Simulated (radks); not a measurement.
Values are calculated unless marked as measured or tabulated.
Ionisation of the caesium ion Cs3+, [Kr] 4d10 5s2 5p4, to Cs4+, [Kr] 4d10 5s2 5p3, under several functionals. Dirac Kohn-Sham, spin-unpolarised, spherical densities, finite nucleus; open shells fill j = l - 1/2 first; a radial shooting solver on a logarithmic mesh with Libxc functionals.

[
 {"functional": "LDA (Slater exchange, VWN5 correlation)", "E(Cs3+) (hartree)": "-7781.6628", "Exc (hartree)": "-185.5909", "IE (eV)": "44.634", "-e(HOMO) (eV)": "39.030", "<r> HOMO (bohr)": "1.937", "IE error (eV)": "+1.634"},
 {"functional": "HCTH/407", "E(Cs3+) (hartree)": "-7792.5182", "Exc (hartree)": "-196.7287", "IE (eV)": "44.706", "-e(HOMO) (eV)": "39.119", "<r> HOMO (bohr)": "1.931", "IE error (eV)": "+1.706"},
 {"functional": "BP86", "E(Cs3+) (hartree)": "-7789.0391", "Exc (hartree)": "-193.0550", "IE (eV)": "44.526", "-e(HOMO) (eV)": "38.940", "<r> HOMO (bohr)": "1.937", "IE error (eV)": "+1.526"}
]

NIST Atomic Spectra Database: 43 eV (theoretical). Closest: BP86. The Delta-SCF values span 0.18 eV, the total energies 10.86 hartree. The highest occupied level is 5p3/2. Spin polarisation and multiplet splitting are left out, so open shells lie too high by an amount that depends on their filling.

Beside tabulated values, note that spin-unpolarised runs miss the spin-polarisation part of the exchange energy of open shells.
